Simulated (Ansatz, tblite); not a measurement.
Cost and result up the ladder for Cd₂O₃H₂ (the lowest singlet isomer of a short search) (7 atoms). Charge 0, multiplicity 1. Geometry: r2SCAN-D4/def2-SVP.

```xyz
7

Cd   -1.6411    0.5447   -0.2925
Cd    1.5558   -0.3724   -0.7309
O    -0.2155   -0.0451   -1.4964
O     3.4082   -0.6083   -0.1207
O    -3.1164    1.2663    0.7858
H    -3.4610    0.5839    1.3798
H     3.4700   -1.3690    0.4748
```

Ansatz on 4 threads of Arm Neoverse V1 on a shared host; xTB runs through tblite on one thread. Times are rough, summed over both states, and most runs start from the orbitals of an earlier one. PBE0-D4/def2-TZVP serves as the yardstick here, not as an exact answer. The other state is a triplet.

In the def2 sets Cd takes a core potential; there is no spin–orbit coupling. The xTB rows come from tblite. The structure comes from a short search, and lower isomers may exist.

xTB has no spin-polarisation term.

```csv
level,functions,wall time,vertical triplet (eV),difference from PBE0-D4/def2-TZVP (eV)
GFN1-xTB,24,0.007 s,3.67,0.06
GFN2-xTB,22,0.007 s,3.23,-0.37
PBE-D4/def2-TZVP,185,5.7 s,3.32,-0.29
PBE0-D4/def2-TZVP,185,14 s,3.61,0.00
r2SCAN-D4/def2-TZVP,185,16 s,3.46,-0.14
```
